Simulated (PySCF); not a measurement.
C₂H₇BFNSe, singlet, geometry from GFN2-xTB; PySCF with CASCI(4,5)+NEVPT2/STO-3G.

The PySCF input:
```python
from pyscf import gto, scf, mcscf, mrpt
import numpy

mol = gto.M(
    atom='''
B     0.339026   -0.399279   -0.256867
F     1.175557   -0.868094   -1.186572
N    -0.045397   -1.241479    0.776411
C    -0.935124   -0.927922    1.871284
C     0.444217   -2.606733    0.857338
H    -1.796756   -1.601448    1.859823
H    -0.413842   -1.048277    2.825200
H    -1.292800    0.097505    1.796078
H     0.988933   -2.752694    1.793717
H    -0.395132   -3.306326    0.827535
H     1.108754   -2.813834    0.024054
Se   -0.181148    1.454953   -0.574206
H    -1.052045    1.664183    0.553473
''',
    basis='sto-3g',
    charge=0,
    spin=0,
    verbose=4,
)

mf = scf.RHF(mol)
mf.kernel()
mc = mcscf.CASCI(mf, 5, 4)
mc.fix_spin_(ss=0.0)
mc.kernel()
occ = numpy.linalg.eigvalsh(mc.fcisolver.make_rdm1(mc.ci, mc.ncas, mc.nelecas))[::-1]
ss = mc.fcisolver.spin_square(mc.ci, mc.ncas, mc.nelecas)[0]
print('natural occupations', occ.round(4), ' <S^2>', round(ss, 4))
e2 = mrpt.NEVPT(mc).kernel()
print('E(NEVPT2) = %.10f' % (mc.e_tot + e2))
```

Problem. Predict the main parts of the log of this PySCF run.

Solution. 
```
PySCF version 2.14.0

[INPUT] verbose = 4
[INPUT] num. atoms = 13
[INPUT] num. electrons = 74
[INPUT] charge = 0
[INPUT] spin (= nelec alpha-beta = 2S) = 0
[INPUT] symmetry False subgroup None
[INPUT] Mole.unit = angstrom
[INPUT] Symbol           X                Y                Z      unit          X                Y                Z       unit  Magmom
[...]
nuclear repulsion = 412.879510352
number of shells = 30
number of NR pGTOs = 150
number of NR cGTOs = 50
basis = sto-3g
ecp = {}

******** <class 'pyscf.scf.hf.RHF'> ********
method = RHF
initial guess = minao
damping factor = 0
level_shift factor = 0
DIIS = <class 'pyscf.scf.diis.CDIIS'>
diis_start_cycle = 1
diis_space = 8
diis_damp = 0
SCF conv_tol = 1e-09
SCF conv_tol_grad = None
SCF max_cycles = 50
direct_scf = True
direct_scf_tol = 1e-13
Set gradient conv threshold to 3.16228e-05
Initial guess from minao.
init E= -2626.29703948972
[...]
cycle= 1 E= -2628.58457125565  delta_E= -2.29  |g|= 0.549  |ddm|= 4.36
[...]
cycle= 2 E= -2628.71897113364  delta_E= -0.134  |g|= 0.131  |ddm|= 1.09
[...]
cycle= 3 E= -2628.72536568954  delta_E= -0.00639  |g|= 0.0332  |ddm|= 0.219
[...]
cycle= 4 E= -2628.72595760747  delta_E= -0.000592  |g|= 0.00782  |ddm|= 0.0699
[...]
cycle= 5 E= -2628.72599404902  delta_E= -3.64e-05  |g|= 0.00211  |ddm|= 0.0178
[...]
cycle= 6 E= -2628.72599721339  delta_E= -3.16e-06  |g|= 0.000667  |ddm|= 0.00506
[...]
cycle= 7 E= -2628.72599749577  delta_E= -2.82e-07  |g|= 8.76e-05  |ddm|= 0.00174
[...]
cycle= 8 E= -2628.72599750124  delta_E= -5.46e-09  |g|= 2.69e-05  |ddm|= 0.000207
[...]
cycle= 9 E= -2628.72599750169  delta_E= -4.5e-10  |g|= 4.54e-06  |ddm|= 6.62e-05
[...]
Extra cycle  E= -2628.72599750169  delta_E= -6.37e-12  |g|= 1.77e-06  |ddm|= 8.9e-06
converged SCF energy = -2628.72599750169

******** <class 'pyscf.mcscf.casci.CASCI'> ********
CAS (2e+2e, 5o), ncore = 35, nvir = 10
natorb = False
canonicalization = True
sorting_mo_energy = False
******** <class 'pyscf.fci.addons.SpinPenaltyFCISolver'> ********
max. cycles = 200
conv_tol = 1e-08
davidson only = True
linear dependence = 1e-12
level shift = 0.001
max iter space = 12
nroots = 1
pspace_size = 400
spin = None
Density matrix diagonal elements [1.99201567 1.99567918 0.00330041 0.00419198 0.00481276]
CASCI converged
CASCI E = -2628.73260104552  E(CI) = -3.33863608218053  S^2 = 0.0000000
natural occupations [1.9959e+00 1.9921e+00 7.2000e-03 3.0000e-03 1.8000e-03]  <S^2> 0.0

******** <class 'pyscf.mrpt.nevpt2.NEVPT'> ********
NEVPT2 (2e+2e, 5o), ncore = 35, nvir = 10
root = 0
Natural occ [1.99593149e+00 1.99208428e+00 7.17493382e-03 3.04810615e-03
 1.76119718e-03]
Natural orbital (expansion on meta-Lowdin AOs) in CAS space
               #1        #2        #3        #4        #5
0 B 1s          -0.00000   0.00342  -0.01034  -0.00000  -0.00332
0 B 2s           0.00000  -0.16511   0.47263   0.00000   0.14758
0 B 2px          0.05471   0.10097  -0.21743   0.66579   0.04265
0 B 2py          0.02189  -0.29018   0.42592   0.26632   0.06623
0 B 2pz          0.03819   0.02165   0.06740   0.46477  -0.09905
1 F 1s           0.00000  -0.00013   0.00028   0.00000   0.00101
1 F 2s           0.00000  -0.00468   0.00195  -0.00000  -0.05486
1 F 2px         -0.04778  -0.04602   0.00729  -0.21990   0.07159
1 F 2py         -0.01911   0.25192  -0.06956  -0.08796  -0.07601
1 F 2pz         -0.03335  -0.07844   0.02942  -0.15351  -0.05901
2 N 1s           0.00000  -0.00081   0.00264   0.00000   0.00005
2 N 2s          -0.00000   0.06991  -0.16251  -0.00000   0.01128
2 N 2px         -0.25885   0.01182  -0.10073  -0.26198  -0.00792
2 N 2py         -0.10354   0.14507   0.06022  -0.10479   0.03339
2 N 2pz         -0.18070  -0.10004   0.10979  -0.18288  -0.00779
3 C 1s           0.00000  -0.00028   0.00086   0.00000   0.00122
3 C 2s          -0.00000   0.02089  -0.05580  -0.00000  -0.08655
3 C 2px          0.02793  -0.01012  -0.04438  -0.04105   0.04060
3 C 2py          0.01117   0.03397   0.01256  -0.01642  -0.13093
3 C 2pz          0.01949  -0.00497   0.05639  -0.02866   0.01687
4 C 1s          -0.00000   0.00051  -0.00173  -0.00000   0.00023
4 C 2s           0.00000  -0.02647   0.12005   0.00000  -0.01091
4 C 2px          0.03050   0.03323  -0.11075  -0.03685  -0.01586
4 C 2py          0.01220  -0.11702   0.22060  -0.01474   0.00106
4 C 2pz          0.02129   0.01945   0.03224  -0.02573   0.02211
5 H 1s          -0.06717   0.00495   0.00666  -0.07852   0.00734
6 H 1s           0.06717   0.00494   0.00666   0.07852   0.00734
7 H 1s           0.00000  -0.01633   0.00651   0.00000   0.13453
8 H 1s           0.07073   0.03780  -0.04256   0.07152  -0.00461
9 H 1s          -0.07073   0.03781  -0.04256  -0.07153  -0.00461
10 H 1s          0.00000  -0.01661   0.07386   0.00000   0.03482
11 Se 1s         0.00000  -0.00033   0.00015   0.00000   0.00024
11 Se 2s        -0.00000   0.00196  -0.00211  -0.00000  -0.00300
11 Se 3s         0.00000  -0.00140   0.00380   0.00000   0.00512
11 Se 4s        -0.00000   0.33194  -0.18244  -0.00000  -0.28663
11 Se 2px        0.00117   0.00010  -0.00041  -0.00034   0.00071
11 Se 2py        0.00047   0.00102   0.00115  -0.00013   0.00001
11 Se 2pz        0.00082  -0.00072  -0.00007  -0.00024  -0.00102
11 Se 3px       -0.01009  -0.00064   0.00550   0.00437  -0.00944
11 Se 3py       -0.00404  -0.00817  -0.01599   0.00175  -0.00059
11 Se 3pz       -0.00704   0.00560   0.00128   0.00305   0.01386
11 Se 4px        0.72208   0.06662  -0.21076  -0.17309   0.35822
11 Se 4py        0.28883   0.63698   0.54968  -0.06923  -0.02020
11 Se 4pz        0.50407  -0.46041  -0.01305  -0.12083  -0.50158
11 Se 3dxy       0.00050  -0.00458   0.01073   0.00649   0.00914
11 Se 3dyz       0.00011  -0.00240   0.01033   0.00467  -0.00651
11 Se 3dz^2     -0.00058  -0.00201   0.01506  -0.00139  -0.01196
11 Se 3dxz      -0.00037  -0.00358  -0.00685  -0.00264   0.02955
11 Se 3dx2-y2   -0.00001  -0.00565   0.02267  -0.00507  -0.00640
12 H 1s          0.00000  -0.12829  -0.09963  -0.00000   0.65770
<CAS-nat-orb|mo-hf>  36     37       0.99993670
<CAS-nat-orb|mo-hf>  37     36       0.99998273
<CAS-nat-orb|mo-hf>  38     39      -0.66930279
<CAS-nat-orb|mo-hf>  38     40       0.74297079
<CAS-nat-orb|mo-hf>  39     38       0.99993670
<CAS-nat-orb|mo-hf>  40     39       0.74298786
<CAS-nat-orb|mo-hf>  40     40       0.66930014
Sr    (-1)',   E = -0.00105685345386
Si    (+1)',   E = -0.00664399482426
Sijrs (0)  ,   E = -0.14421463569154
Sijr  (+1) ,   E = -0.04183712430153
Srsi  (-1) ,   E = -0.00561333208356
Srs   (-2) ,   E = -0.00023635583166
Sij   (+2) ,   E = -0.01802062612854
Sir   (0)' ,   E = -0.00800031960687
Nevpt2 Energy = -0.225623241921809
E(NEVPT2) = -2628.9582242874
```
